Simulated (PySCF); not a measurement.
Ionisation energy of Ag²⁶⁺ by level of theory

Ag²⁶⁺ [Ar] 3d3 (4F) → Ag²⁷⁺ [Ar] 3d2 (3F), as a difference of total energies. Calculation: PySCF 2.14, in an even-tempered Gaussian basis (18 s from 3.1 bohr⁻², ratio 2.5; 12 p from 4.1 bohr⁻², ratio 2.5; 8 d from 4.1 bohr⁻², ratio 2.5; 4 f from 16 bohr⁻², ratio 2.7; 3 g from 23 bohr⁻², ratio 2.7); scalar relativity by spin-free X2C-1e. Correlated levels: outer shells: [Ne] frozen; virtual orbitals above 40 to 60 times the deepest correlated orbital energy dropped. The calculations carry no spin-orbit coupling.

```
                method  ionisation energy (eV)
                   UHF                  1381.8
                   LDA                  1382.2
                   PBE                  1382.0
                  PBE0                  1382.4
                r2SCAN                  1383.3
                M06-2X                  1383.4
                  BLYP                  1382.0
    MP2 (outer shells)                  1382.1
SCS-MP2 (outer shells)                  1381.9
```

A first-order spin-orbit estimate (lowest level to lowest level, LS coupling) adds -0.202 eV.

Breit and QED terms and the two-electron picture change are absent.

For comparison: 1382 ± 4 eV (theoretical estimate listed by NIST; NIST Atomic Spectra Database, ionization energies).
